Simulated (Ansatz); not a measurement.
`BN(C(C)C)[SiH](C)C`. Charge 0, multiplicity 1. All single points use the PBE0-D4/def2-TZVP geometry. It is one conformer, not always the lowest.

```xyz
24

B     0.636    1.824    1.062
N     0.165    0.711    0.365
C     0.904   -0.567    0.348
C     2.264   -0.409   -0.311
C     1.008   -1.163    1.741
Si   -1.338    0.741   -0.546
C    -0.996    0.398   -2.351
C    -2.525   -0.532    0.137
H    -0.004    2.837    1.043
H     1.666    1.772    1.674
H     0.324   -1.270   -0.265
H     2.890    0.275    0.266
H     2.161   -0.008   -1.321
H     2.776   -1.373   -0.372
H     1.503   -2.137    1.707
H     0.018   -1.295    2.182
H     1.588   -0.508    2.395
H    -1.912    2.102   -0.390
H    -1.927    0.419   -2.925
H    -0.539   -0.584   -2.501
H    -0.326    1.152   -2.770
H    -2.121   -1.546    0.065
H    -2.750   -0.329    1.186
H    -3.465   -0.511   -0.420
```

Problem. What is the dipole moment at ωB97M-V/def2-TZVPP? (Estimate.)

Solution. The calculation gave: 2.22 D, with components (-0.29, -2.00, -0.91) D in this frame, pointing from negative to positive charge.

Problem. And with PBE, r2SCAN, B3LYP? (An estimate is asked.)

Solution. The calculation gave: PBE 2.36 D, r2SCAN 2.30 D, B3LYP 2.21 D.

Problem. Give the Mulliken charges with ωB97M-V, r2SCAN, B3LYP in def2-TZVPP. (Best estimate.)

Solution. Ansatz gave: 
```json
{"atom": "B1", "ωB97M-V": "-0.18", "r2SCAN": "-0.09", "B3LYP": "-0.16"}
{"atom": "N2", "ωB97M-V": "-0.16", "r2SCAN": "-0.14", "B3LYP": "-0.13"}
{"atom": "C3", "ωB97M-V": "-0.10", "r2SCAN": "0.17", "B3LYP": "0.12"}
{"atom": "C4", "ωB97M-V": "-0.28", "r2SCAN": "-0.18", "B3LYP": "-0.27"}
{"atom": "C5", "ωB97M-V": "-0.28", "r2SCAN": "-0.18", "B3LYP": "-0.27"}
{"atom": "Si6", "ωB97M-V": "0.36", "r2SCAN": "0.43", "B3LYP": "0.44"}
{"atom": "C7", "ωB97M-V": "-0.44", "r2SCAN": "-0.30", "B3LYP": "-0.39"}
{"atom": "C8", "ωB97M-V": "-0.44", "r2SCAN": "-0.30", "B3LYP": "-0.39"}
{"atom": "H9", "ωB97M-V": "0.07", "r2SCAN": "-0.01", "B3LYP": "0.02"}
{"atom": "H10", "ωB97M-V": "0.05", "r2SCAN": "-0.03", "B3LYP": "0.00"}
{"atom": "H11", "ωB97M-V": "0.07", "r2SCAN": "-0.01", "B3LYP": "0.03"}
{"atom": "H12", "ωB97M-V": "0.12", "r2SCAN": "0.06", "B3LYP": "0.09"}
{"atom": "H13", "ωB97M-V": "0.11", "r2SCAN": "0.05", "B3LYP": "0.09"}
{"atom": "H14", "ωB97M-V": "0.10", "r2SCAN": "0.04", "B3LYP": "0.08"}
{"atom": "H15", "ωB97M-V": "0.10", "r2SCAN": "0.04", "B3LYP": "0.08"}
{"atom": "H16", "ωB97M-V": "0.11", "r2SCAN": "0.05", "B3LYP": "0.09"}
{"atom": "H17", "ωB97M-V": "0.12", "r2SCAN": "0.06", "B3LYP": "0.09"}
{"atom": "H18", "ωB97M-V": "-0.02", "r2SCAN": "-0.09", "B3LYP": "-0.09"}
{"atom": "H19", "ωB97M-V": "0.12", "r2SCAN": "0.07", "B3LYP": "0.10"}
{"atom": "H20", "ωB97M-V": "0.11", "r2SCAN": "0.07", "B3LYP": "0.09"}
{"atom": "H21", "ωB97M-V": "0.12", "r2SCAN": "0.08", "B3LYP": "0.10"}
{"atom": "H22", "ωB97M-V": "0.11", "r2SCAN": "0.07", "B3LYP": "0.09"}
{"atom": "H23", "ωB97M-V": "0.12", "r2SCAN": "0.08", "B3LYP": "0.10"}
{"atom": "H24", "ωB97M-V": "0.12", "r2SCAN": "0.07", "B3LYP": "0.10"}
```

B3LYP here is the variant with VWN-RPA as its local correlation; programs differ in this.
